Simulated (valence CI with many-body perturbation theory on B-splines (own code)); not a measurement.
## Tm63+: calculated level list

Calculated by relativistic CI+MBPT: four valence electrons over a frozen Dirac-Fock core [He], a basis of 11 s, 11 p, 9 d, 7 f, 5 g, 2 h, 1 i functions for each j, with the one-electron correlation potential Σ1 (screened to all orders), the two-electron term Σ2, the three-electron term Σ3, Breit, model QED; selected single and double excitations, second order for the rest (own B-spline code, finite nucleus).

No measured spectrum was set against this ion. As an estimate, large intervals hold to a few tenths of a per cent, small ones and those within an open d or f shell to about a per cent. Among the levels kept, up to 280 cm⁻¹ of a level comes from second order outside the variational space, and about a tenth of that is noise between levels of different J, which matters for small intervals.

Levels 91 to 113 of 113, with energies above the lowest level, (2s^2 2p1/2^2) J=0. "Leading %" is the weight of the configuration and term that name the level; weights of strongly mixed levels are sums over their largest components and can fall short. In the jj column 3d3/2^4 stands for four electrons in 3d with j = 3/2. Lifetimes count E1, E2, E3, M1 and M2 decay at the calculated energies, and are blank where another channel may lead or the interval is too uncertain; long ones can be off by a factor of two.

| No. | Configuration | Term | J | E (× 10³ cm⁻¹) | Leading % | Second component | Lifetime | Leading jj |
| --- | --- | --- | --- | --- | --- | --- | --- | --- |
| 91 | 2s 2p2 3d | 3G | 4 | 85296 | 34 | 23 % 2s 2p2 3d 5F | 97.0 fs | 2s 2p1/2 2p3/2 3d3/2 (95 %) |
| 92 | 2s 2p2 3d | 3D | 3 | 85363 | 31 | 27 % 2s 2p2 3d 3F | 861 as | 2s 2p1/2 2p3/2 3d3/2 (96 %) |
| 93 | 2s 2p2 3p | 3P° | 0 | 85377 | 80 | 20 % 2s 2p2 3p 1S° | 74.2 fs | 2s 2p1/2 2p3/2 3p3/2 (100 %) |
| 94 | 2s 2p2 3p | 1D° | 2 | 85402 | 41 | 22 % 2s 2p2 3p 3D° | 5.52 fs | 2s 2p1/2 2p3/2 3p3/2 (99 %) |
| 95 | 2s 2p2 3p | 3P° | 1 | 85411 | 32 | 31 % 2s 2p2 3p 3S° | 5.12 fs | 2s 2p1/2 2p3/2 3p3/2 (98 %) |
| 96 | 2s 2p2 3d | 3D | 2 | 85437 | 32 | 19 % 2s 2p2 3d 5P | 805 as | 2s 2p1/2 2p3/2 3d3/2 (96 %) |
| 97 | 2s 2p2 3p | 3P° | 1 | 85458 | 50 | 26 % 2s 2p2 3p 1P° | 35.7 fs | 2s 2p1/2 2p3/2 3p3/2 (99 %) |
| 98 | 2s 2p2 3d | 5P | 1 | 85509 | 31 | 31 % 2s 2p2 3d 3P | 816 as | 2s 2p1/2 2p3/2 3d3/2 (95 %) |
| 99 | 2s 2p2 3d | 5D | 4 | 85573 | 46 | 33 % 2s 2p2 3d 5F | 31.1 fs | 2s 2p1/2 2p3/2 3d5/2 (98 %) |
| 100 | 2s 2p2 3d | 3F | 2 | 85714 | 51 | 22 % 2s 2p2 3d 5D | 2.03 fs | 2s 2p1/2 2p3/2 3d5/2 (61 %) |
| 101 | 2s 2p2 3d | 1P | 1 | 85794 | 25 | 23 % 2s 2p2 3d 5F | 1.80 fs | 2s 2p1/2 2p3/2 3d3/2 (62 %) |
| 102 | 2s 2p2 3d | 3F | 3 | 85808 | 39 | 26 % 2s 2p2 3d 5P | 674 as | 2s 2p1/2 2p3/2 3d5/2 (84 %) |
| 103 | 2s 2p2 3d | 3P | 2 | 85823 | 42 | 30 % 2s 2p2 3d 3F | 1.99 fs | 2s 2p1/2 2p3/2 3d3/2 (52 %) |
| 104 | 2s 2p2 3d | 3G | 3 | 85831 | 38 | 29 % 2s 2p2 3d 1F | 5.59 fs | 2s 2p1/2 2p3/2 3d3/2 (88 %) |
| 105 | 2s 2p2 3d | 3G | 5 | 85882 | 62 | 38 % 2s 2p2 3d 5F | 11.0 ps | 2s 2p1/2 2p3/2 3d5/2 (100 %) |
| 106 | 2s 2p2 3d | 3D | 1 | 85952 | 68 | 15 % 2s 2p2 3d 3P | 1.49 fs | 2s 2p1/2 2p3/2 3d3/2 (68 %) |
| 107 | 2s 2p2 3d | 3F | 2 | 86022 | 33 | 20 % 2s 2p2 3d 1D | 681 as | 2s 2p1/2 2p3/2 3d3/2 (93 %) |
| 108 | 2s 2p2 3d | 3D | 1 | 86039 | 63 | 20 % 2s 2p2 3d 3P | 626 as | 2s 2p1/2 2p3/2 3d3/2 (55 %) |
| 109 | 2s 2p2 3d | 3D | 3 | 86073 | 60 | 17 % 2s 2p2 3d 1F | 893 as | 2s 2p1/2 2p3/2 3d5/2 (98 %) |
| 110 | 2s 2p2 3d | 3P | 0 | 86081 | 88 | 11 % 2s 2p2 3d 1S | 562 as | 2s 2p1/2 2p3/2 3d3/2 (94 %) |
| 111 | 2s 2p2 3d | 3F | 4 | 86111 | 58 | 24 % 2s 2p2 3d 1G | 684 as | 2s 2p1/2 2p3/2 3d5/2 (96 %) |
| 112 | 2s 2p2 3d | 1D | 2 | 86167 | 47 | 18 % 2s 2p2 3d 3D | 947 as | 2s 2p1/2 2p3/2 3d5/2 (86 %) |
| 113 | 2s 2p2 3d | 1P | 1 | 86258 | 55 | 20 % 2s 2p2 3d 3P | 854 as | 2s 2p1/2 2p3/2 3d5/2 (85 %) |
